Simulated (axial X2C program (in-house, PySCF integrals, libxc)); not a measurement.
What spin–orbit coupling does to VN⁻

Computed with an axial X2C code built on PySCF integrals. Spin-free means the one-electron spin-free X2C Hamiltonian; two-component (2c) means X2C with spin–orbit coupling and atomic mean-field two-electron Coulomb and Gaunt terms, so the difference of the two also holds small scalar two-electron terms. Basis: V dyall-acv3z [11s11p7d4f2g], N dyall-av3z [7s7p3d2f] (cores contracted in-house); Gaussian nuclei, density fitting, unrestricted open shells. Masses: V 50.944 u, N 14.003 u.

Spin-free state: M_S = 1/2, Λ = 2 (beyond evenly filled blocks: δ+α); fragments V- + N.

```tsv
level	Re (Å)	ωe (cm⁻¹)	De (eV)	μ (D)
PBE0	1.541	1135.0	4.908	1.18
B97-3	1.542	1138.6	4.923	1.19
```

Dipoles are positive if N is the positive end and refer to the centre of mass.

Question: Within this multiplet, which Ω should lie lowest by the rule for regular and inverted multiplets?

Answer: The open δ shell holds one electron, so the multiplet is regular: Ω = Λ − 1/2 = 3/2. The PBE0 2c search agrees, though Ω = 5/2 of the search lies only 0.04 eV higher.

Two-component determinant lowest at the distance of the search:

Ω = 3/2 (⟨Sz⟩ = -0.50, ⟨Lz⟩ = 2.00 at PBE0); fragments V- + N.

```csv
level,Re (Å),ωe (cm⁻¹),De (eV),μ (D)
PBE0,1.541,1135.0,4.925,1.18
B97-3,1.542,1138.6,4.941,1.20
```

Question: From the two tables, how do the constants change at the PBE0 level (2c against spin-free)?

Answer: At the PBE0 level Re is unchanged within 0.001 Å and ωe doesn't move by more than 0.2 cm⁻¹; De is not compared, since the atomic limits differ or miss part of their spin–orbit lowering.

The state is a single determinant with fixed occupations, the lowest that a limited PBE0 search found. Dissociation energies refer to the lowest single-determinant-based atoms at the same level and basis. Density functionals use the spin component along the axis (collinear). In 2c an atomic determinant is not the ground J level, so De misses part of the atomic spin–orbit lowering. This holds for PBE0, B97-3. PBE0 can misorder states that lie within some tenths of an eV, so this need not be the ground state of the molecule. The nearest other spin-free determinant of the search, M_S = 3/2, Λ = 0, lies 0.14 eV up at the distance of the search. Without a current term, density functionals place determinants with orbital angular momentum somewhat too high. The highest occupied level of some functionals is positive through self-interaction error; at Hartree–Fock it is bound. The determinant is spin-polarised beyond a pure state at some levels (its spin-free form has ⟨S²⟩ too high), which makes Re and μ there less reliable.
